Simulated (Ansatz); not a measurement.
Species: BiI$_{2}$ (charge +1, singlet). It need not be the lowest isomer of its formula. SMILES: [I][Bi+][I]
Geometry: optimised at B3LYP-D3(BJ)/def2-TZVP (Ansatz, a first-principles code).

Wanted: vertical electron affinity (to the doublet state of charge +0; a negative value means that the extra electron is unbound and the number depends on the basis; each state is the SCF solution reached for its spin; for the singlet T1 is 0.025), in eV. Correlated levels leave the core frozen unless marked. Open shells are spin-unrestricted. No spin-orbit coupling. The frozen core is the preceding noble-gas configuration, with the filled d and f shells of earlier blocks. In def2 rows, elements after Kr have scalar-relativistic effective core potentials. CBS(X,Y): correlation extrapolated as X^-3; Hartree-Fock from the larger set. [CCSD(T)-MP2]/basis is that difference in the basis named.

```
level                                                          program  vertical electron affinity (eV)
-------------------------------------------------------------  -------  -------------------------------
HF/def2-SVPD                                                    Ansatz                             7.70
BHLYP/def2-TZVPD                                                Ansatz                             7.77
CAM-B3LYP/def2-TZVPD                                            Ansatz                             7.83
wB97M-V/def2-TZVPD                                              Ansatz                             7.85
wB97X-V/def2-TZVPD                                              Ansatz                             7.84
wB97X/def2-TZVPD                                                Ansatz                             7.76
RI-MP2/def2-QZVPPD                                              Ansatz                             7.61
CCSD/def2-SVPD                                                  Ansatz                             7.56
CCSD/def2-TZVPPD                                                Ansatz                             7.64
RI-MP2/CBS(def2-TZVPPD,def2-QZVPPD)+[CCSD(T)-MP2]/def2-TZVPPD   Ansatz                             7.65
```
